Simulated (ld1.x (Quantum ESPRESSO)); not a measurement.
Configuration tests for N (Z = 7) (ultrasoft)

| Property | Result |
| --- | --- |
| Element | nitrogen |
| Generator | ld1.x (Quantum ESPRESSO) 7.5 |
| Type | ultrasoft |
| Functional | PBE |
| Relativity | scalar-relativistic |
| Frozen core | [He] |
| Valence charge | 5 |
| Reference configuration | 2s2 2p1 (charge +2) |
| Partial waves | 2s (bound): rcut 0.75, rcutus 0.95 bohr; 2s channel at -2.05 Ry: rcut 0.75, rcutus 0.95 bohr; 2p (bound): rcut 0.85, rcutus 1.10 bohr; 2p channel at -1.65 Ry: rcut 0.85, rcutus 1.10 bohr |
| Local potential | all-electron potential smoothed inside 0.80 bohr (lloc = -2) |
| Core correction | Bessel-smoothed model core inside 0.50 bohr |
| Augmentation charge | PSQ, radius 0.65 bohr |

Energies are relative to the spin-unpolarised reference configuration 2s2 2p1; without spin polarisation the order of configurations can differ from experiment.

```json
{"valence configuration": "2s2 2p2", "charge": "+1", "ΔE all-electron (eV)": "-28.854", "error AE − PS (meV)": "+4.1"}
{"valence configuration": "2s2 2p0", "charge": "+3", "ΔE all-electron (eV)": "47.082", "error AE − PS (meV)": "+6.7"}
{"valence configuration": "2s1 2p4", "charge": "0", "ΔE all-electron (eV)": "-30.938", "error AE − PS (meV)": "+36"}
{"valence configuration": "2s1 2p0", "charge": "+4", "ΔE all-electron (eV)": "124.901", "error AE − PS (meV)": "+40"}
{"valence configuration": "2s2 2p3.3", "charge": "-0.3", "ΔE all-electron (eV)": "-44.064", "error AE − PS (meV)": "+11"}
{"valence configuration": "2s0 2p5", "charge": "0", "ΔE all-electron (eV)": "-19.404", "error AE − PS (meV)": "+89"}
```

(1) What are ΔE and the potential's error for 2s2 2p3?

Levels in the configuration 2s0 2p5:

```
level  all-electron (eV)  pseudo (eV)
   2p             -7.893       -7.895
```

## Answers

(1) ΔE = -42.445 eV all-electron; the error (AE − PS) is +9.6 meV.
